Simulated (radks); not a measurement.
Neutral argon inside a hard spherical wall (all orbitals vanish at R), configuration held at [Ar] and not refilled when levels cross. Calculated with a radial shooting solver on a logarithmic mesh with Libxc functionals: scalar-relativistic Kohn-Sham, PBE, spin-polarised, spherical densities, point nucleus. Eigenvalues in eV for spin up, with the zero of energy where the potential of the charges vanishes at infinity; a dash marks a level that is unbound or too diffuse for the functional's potential to be trusted. A positive occupied level is held by the wall or, in an anion where self-interaction has pushed it up, behind a barrier. The pressure on the wall is -dE/dV.

| R (bohr) | E (hartree) | kinetic (hartree) | e(2s) | e(2p) | e(3s) | e(3p) | e(4s, empty) | e(4p, empty) | pressure (GPa) |
|---|---|---|---|---|---|---|---|---|---|
| free | -529.22987 | 531.989 | -296.99 | -229.89 | -24.287 | -10.270 | - | - | 0 |
| 20 | -529.22987 | 531.989 | -296.99 | -229.89 | -24.287 | -10.270 | - | - | < 0.0001 |
| 8 | -529.22978 | 531.990 | -296.98 | -229.88 | -24.279 | -10.262 | 0.792 | 3.064 | 0.00624 |
| 5 | -529.21138 | 532.132 | -296.19 | -229.08 | -23.699 | -9.667 | 7.010 | 12.032 | 3.06 |
| 3.5 | -528.94515 | 533.591 | -290.75 | -223.57 | -19.983 | -5.556 | 26.885 | 35.613 | 104 |
| 3 | -528.47534 | 535.729 | -284.58 | -217.30 | -15.690 | -0.664 | 46.268 | 56.670 | 392 |
| 1.5 | -507.76835 | 595.305 | -197.67 | -127.23 | 89.123 | 110.24 | 399.25 | 397.58 | 58800 |
